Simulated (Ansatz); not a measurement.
`[F][Hf]([F])([SH])[Cl]` + NH₃ → `[NH2][Hf]([F])([F])[Cl]` + H₂S at 700 K and 1 bar (ligand exchange at the Hf–S bond).

Computed with Ansatz on PBE0-D4/def2-TZVP structures; ΔE is electronic, products minus reactants. CBS: MP2 limit from def2 TZ/QZ plus the TZ coupled-cluster correction, frozen cores. This one scheme is used for every species. def2 core potentials past Kr. For Hf outer-core shells are correlated without core-valence functions, which leaves a few kJ/mol of doubt a bond. One conformer a species, not always the lowest.

```tsv
species	CCSD(T)/CBS energy (Eh)	H − E (kJ/mol)	S (J/(mol·K))
`[F][Hf]([F])([SH])[Cl]`	-1105.93208	106.5	490.3
NH₃	-56.50880	116.9	226.5
`[NH2][Hf]([F])([F])[Cl]`	-763.45993	150.5	484.0
H₂S	-398.97279	64.8	236.9
```

H − E and S are ideal-gas, rigid-rotor, harmonic terms from PBE0-D4/def2-TZVP, for one conformer and one mirror image of each species. 1 Eh = 2625.50 kJ/mol, R = 8.31446 J/(mol·K).

**Question.** By hand: ΔE, ΔH, ΔS and ΔG.

**Answer.** ΔE = (-763.45993) + (-398.97279) − (-1105.93208) − (-56.50880) = 0.00816 Eh = 21.4 kJ/mol. Δ(H − E) = 150.5 + 64.8 − 106.5 − 116.9 = -8.1, so ΔH = 13.3 kJ/mol. ΔS = 484.0 + 236.9 − 490.3 − 226.5 = 4.1 J/(mol·K). ΔG = 13.3 − 700 × (4.1)/1000 = 10.4 kJ/mol.

**Question.** By hand: the equilibrium constant, and the temperature at which ΔG would vanish if ΔH and ΔS stayed fixed.

**Answer.** log₁₀ K = −ΔG/(RT ln 10) = -0.8. ΔG = 0 at ΔH/ΔS = 3244 K, far beyond where these terms or the molecules hold.

The number of gas molecules stays the same, so ΔS is small and ΔH decides. A doubt of 5 kJ/mol in ΔE shifts log₁₀ K by 0.4 here. Other conformers and mirror images would add mixing entropy, several J/(mol·K) or more a flexible species. These are equilibria of isolated gas molecules and say nothing of rates. Largest T1 diagnostic: 0.016 (customary marks: 0.02 for closed shells, 0.045 for open ones).
